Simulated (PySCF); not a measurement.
TPSS on Cu (copper, neutral), [Ar] 3d10 4s1, 2S determinant. Calculation: PySCF 2.14, in 6-31G*; no relativity, point nucleus.

```
cycle= 1 E= -1640.06793872384  delta_E= 0.000496  |g|= 0.157  |ddm|= 0.253
cycle= 2 E= -1640.06119549567  delta_E= 0.00674  |g|= 0.246  |ddm|= 0.14
cycle= 3 E= -1640.07242827013  delta_E= -0.0112  |g|= 0.000675  |ddm|= 0.0834
cycle= 4 E= -1640.07242839053  delta_E= -1.2e-07  |g|= 0.00011  |ddm|= 0.000651
cycle= 5 E= -1640.07242839279  delta_E= -2.26e-09  |g|= 1.44e-06  |ddm|= 4.33e-05
cycle= 6 E= -1640.07242839279  delta_E= -4.55e-13  |g|= 8.64e-09  |ddm|= 4.33e-07
converged SCF energy = -1640.07242839279  <S^2> = 0.75013015  2S+1 = 2.0001301
```

Highest occupied orbital energy: 1.202 eV; ⟨L²⟩ = 0.00; populations by l: s 7.00, p 12.00, d 10.00, f 0.00.

(1) Can this result be used?

## Answers

(1) Not for this state. The run converged. At TPSS the highest occupied level has a positive energy, so only the finite basis holds that electron; for this excited configuration the basis is too tight for the outer shell.
